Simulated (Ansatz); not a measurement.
Basis-set extrapolation for C3H6ClFSi (`C=C[Si](C)(F)Cl`) (PBE0-D4/def2-TZVP geometry, frozen core, Ansatz). Multiplicity 1, RHF reference.

|  | def2-TZVPP | def2-QZVPP |
| --- | --- | --- |
| HF | -965.214304 | -965.246335 |
| MP2 correlation | -1.051212 | -1.136830 |
| CCSD(T) correlation | -1.147328 | not run |

Energies in hartree. Use E(X) = E(∞) + A·exp(−7.88·√X) for Hartree–Fock and E(X) = E(∞) + B·X^(−2.97) for correlation, with X = 3 and 4, and add CCSD(T) minus MP2 of the smaller set to the MP2 limit.

Problem. What is the CCSD(T) energy at the basis-set limit?

Solution. HF limit: -965.246335 + (-0.032031) × 0.13774 = -965.25075. MP2 limit: -1.136830 + (-0.085618) × 0.74074 = -1.20025. Higher-order term: -1.147328 − (-1.051212) = -0.09612. Total: -966.54712 hartree, 5.05 eV below CCSD(T)/def2-TZVPP.
